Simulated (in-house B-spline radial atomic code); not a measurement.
Values are calculated unless marked as measured or tabulated.
# O in an electron gas of r_s = 3.6: phase shifts, screening and friction

A nucleus sits in a uniform electron gas with a rigid positive background. The Kohn-Sham equations are solved self-consistently in the spin-unpolarised LDA (PW92), non-relativistic, on B-splines with outgoing waves at the boundary and partial waves to l = 8. The model has no lattice, no bands and no magnetic solution. Atomic units; δ_l are the phase shifts at the Fermi level, counted so that each bound state adds π, and good to about 0.0005.

The density parameter is r_s = 3.6 bohr.

```json
{"l": "0", "δ_l (rad)": "5.1986"}
{"l": "1", "δ_l (rad)": "2.4995"}
{"l": "2", "δ_l (rad)": "-0.0290"}
{"l": "3", "δ_l (rad)": "0.0016"}
{"l": "4", "δ_l (rad)": "0.0005"}
{"l": "5", "δ_l (rad)": "0.0002"}
{"l": "6", "δ_l (rad)": "0.0001"}
{"l": "7", "δ_l (rad)": "0.0001"}
{"l": "8", "δ_l (rad)": "0.0001"}
```

Bound levels below the band bottom (hartree): s -18.25, s -0.4377.

**Question.** Check the Friedel sum rule, and say where the screening charge sits.

**Answer.** k_F = (9π/4)^(1/3)/r_s = 0.53310. The rule is Z = (2/π) Σ (2l + 1) δ_l. The terms are s 3.310, p 4.774, d -0.092, f 0.007 and 0.007 beyond, in all 8.005 against Z = 8. Bound states hold 4 s, 0 p, 0 d electrons, so the scattering states carry 4.01 in all; where a term is smaller than its bound count, the bound level has drawn weight out of the band.

**Question.** Find the transport cross section and the electronic stopping of a 5 keV O ion (mass 16.0 u).

**Answer.** σ_tr = (4π/k_F²) Σ (l + 1) sin²(δ_l − δ_(l+1)). The terms for l = 0 to 3 are 0.1833, 0.6622, 0.0028, 0.0000, all together 0.8483, so σ_tr = 44.217 × 0.8483 = 37.511 bohr². With n = 3/(4π r_s³) = 0.005117, the friction coefficient is Q = n k_F σ_tr = 0.1023. For v well below v_F = 0.533, dE/dx = Q v; with 24801 eV per u at v = 1, v = √(5000/(24801 × 16.0)) = 0.1123, so dE/dx = 0.01149 hartree/bohr = 5.91 eV/nm. The largest term couples the p and d waves.
